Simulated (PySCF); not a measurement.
# CaF and its ions

UHF-CCSD(T); PySCF, no relativity, basis sets Ca pcseg-1, F pcseg-1. Neutral (UHF): doublet (σ ↑), Re = 1.994 Å, ωe = 599 cm⁻¹, De = 4.97 eV.

CaF⁺ (RHF): singlet (closed shell), Re = 1.921 Å, ωe = 688 cm⁻¹, De = 5.18 eV to Ca⁺ + F. The energies at the minima are -776.49367 hartree for CaF and -776.28502 for CaF⁺.

Task: Work out the adiabatic ionisation energy, without and with harmonic zero-point energies (1 hartree = 27.2114 eV, 1 eV = 8065.5 cm⁻¹), and the change of the bond length.

Result: At CCSD(T): 0.20865 hartree = 5.678 eV between the minima; the zero-point term (688.0 − 599.0)/2 cm⁻¹ = +0.006 eV makes it 5.683 eV. Re changes by -7.3 pm against the neutral. The electron leaves a σ orbital, and the shorter bond of the ion fits an antibonding orbital, or a change in how ionic the bond is.

Correlated steps freeze 6 core orbitals. Correlated levels converge slowly with the basis: in double zeta they bind strong bonds too weakly, by up to about 1 eV, and carry superposition errors of some tenths. For an ion De counts to the pair picked by the measured ionisation energies or electron affinities, which need not be the lowest pair at this level. Where the molecule has an RHF reference, its open-shell atoms are computed with UHF. States were picked by a PBE0 search and need not be the measured ground states.

Neutral and ion stand on different kinds of reference determinant, which adds to the error of the difference.
